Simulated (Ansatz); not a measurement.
Born–Oppenheimer molecular dynamics of C$_{4}$H$_{9}$NSi (15 atoms, charge 0, multiplicity 1). It starts from a relaxed structure.

All numbers below come from RKS PBE0/STO-3G (Ansatz).

* ensemble: NVT, Nosé–Hoover chain
* time step: 0.5 fs
* steps asked: 250
* set temperature: 700 K
* thermostat: time constant 20 fs, chain length 3
* seed: 993978

First frame:

```xyz
15
Properties=species:S:1:pos:R:3
C 0.028 -2.157 0.338
C -0.408 -0.901 0.491
C 0.183 0.290 -0.200
Si 1.635 0.047 -1.376
N -0.221 1.542 -0.071
C -1.391 1.769 0.870
H 0.867 -2.409 -0.318
H -0.437 -2.996 0.864
H -1.254 -0.719 1.164
H 2.750 -0.544 -0.673
H 1.258 -0.836 -2.455
H 2.026 1.326 -1.913
H -2.297 1.242 0.529
H -1.161 1.447 1.898
H -1.602 2.849 0.882
```

Problem. How far do the bonds stretch over the last three quarters of this one trajectory? (Pairs bonded in most of those frames.)

Solution. 
```
   bond  mean (Å)  spread (Å)  shortest  longest
  C1–C2     1.341       0.045      1.26     1.41
  C1–H7     1.100       0.028      1.03     1.17
  C1–H8     1.104       0.047      1.02     1.20
  C2–C3     1.523       0.039      1.45     1.61
  C2–H9     1.101       0.016      1.07     1.13
 C3–Si4     1.896       0.025      1.84     1.94
  C3–N5     1.320       0.016      1.30     1.35
Si4–H10     1.447       0.004      1.44     1.46
Si4–H11     1.451       0.029      1.40     1.50
Si4–H12     1.447       0.019      1.42     1.49
  N5–C6     1.522       0.031      1.46     1.58
 C6–H13     1.116       0.062      1.01     1.22
 C6–H14     1.111       0.035      1.04     1.18
 C6–H15     1.110       0.029      1.06     1.17
```

Mean temperature of the second half: 731 K. The conserved energy stayed within 0.6 meV per atom of its start (net change 0.33 meV per atom), so the integration is sound. A run of 0.12 ps of so small a system gives no equilibrium averages. Limits of this set-up: minimal basis.

Time of the run: 18 min on 1 thread of Arm Neoverse N1, with other jobs on the host, peak memory 0.1 GiB.
